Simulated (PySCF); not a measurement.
## Electronic structure of Xe⁺ (xenon, charge +1) at the UHF level

Configuration: [Kr] 4d10 5s2 5p5, 2P determinant. All numbers are calculated (PySCF 2.14, scalar relativity through the core potential, in def2-SVP with the def2 core potential (28 electrons)).

```
Total energy                                                  : -327.877043 hartree
One-electron energy                                           : -562.2295 hartree
Hartree (Coulomb) energy                                      : 256.7418 hartree
Exchange energy                                               : -22.3893 hartree
⟨S²⟩                                                          : 0.7590
⟨L²⟩                                                          : 2.037
Sum of ⟨r⟩                                                    : 29.62 bohr
Sum of ⟨r²⟩                                                   : 49.21 bohr²
Traceless quadrupole moment −½Σ⟨3z² − r²⟩ along its main axis : 2.12 e·bohr²
Time after the integrals                                      : 0.21 s of wall time on 1 thread of Neoverse-V1 (shared host)
```

```csv
shell,electrons,mean orbital energy (eV),spread (eV),"rms radius, mean of both spins (bohr)"
4s α,1,-238.79,0,0.767
4s β,1,-238.52,0,0.767
4p α,3,-177.10,0.742,0.820
4p β,3,-176.83,0.075,0.820
4d α,5,-82.646,0.781,0.934
4d β,5,-82.443,0.403,0.934
5s α,1,-37.699,0,1.98
5s β,1,-34.976,0,1.98
5p α,3,-22.000,1.807,2.34
5p β,2,-20.868,0,2.34
```

Energies and moments cover only the electrons outside the core potential.
